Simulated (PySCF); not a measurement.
**Two-photon absorption: `C1=CSC([N+]#[C-])=N1`, C4H2N2S**

Geometry:
```tsv
atom	x (Å)	y (Å)	z (Å)
C1	3.517	-0.160	-0.357
N2	2.345	-0.030	-0.360
C3	0.996	0.135	-0.366
N4	0.139	-0.818	-0.162
C5	-1.130	-0.336	-0.231
C6	-1.247	1.005	-0.493
S7	0.308	1.707	-0.662
H8	-1.972	-1.012	-0.080
H9	-2.153	1.601	-0.592
```

Computed, not measured: TDDFT CAM-B3LYP/def2-SVPD excited states, vertical, gas phase in PySCF 2.14.0. Geometry: PBE0-D3(BJ)/def2-SVP.

Q: Give the one- and two-photon strengths of the lowest singlets.

A: δ for parallel linear polarisation; σ at the peak of a Lorentzian of half width 0.1 eV, single beam; Ω is circular over linear.
| state | E (eV) | f | photon λ (nm) | δ (au) | σ (GM) | Ω | main |
| --- | --- | --- | --- | --- | --- | --- | --- |
| S1 | 5.08 | 0.214 | 488 | 92.8 | 0.88 | 0.81 | HOMO→LUMO 0.94 |
| S2 | 5.37 | 0.000 | 462 | 0.72 | 0.01 | 1.50 | HOMO−2→LUMO 0.95 |
| S3 | 5.87 | 0.000 | 422 | 0.2 | 0.00 | 1.50 | HOMO→LUMO+1 0.89 |
| S4 | 6.14 | 0.056 | 404 | 41.3 | 0.57 | 1.07 | HOMO−1→LUMO 0.82, HOMO→LUMO+3 0.11 |
| S5 | 6.60 | 0.000 | 376 | 0.29 | 0.01 | 1.50 | HOMO→LUMO+4 0.43, HOMO→LUMO+2 0.34 |

Among these, the strongest one-photon state is S1, the strongest two-photon state S1, with a dipole change of 1.9 D (relaxed, norm of the difference vector).
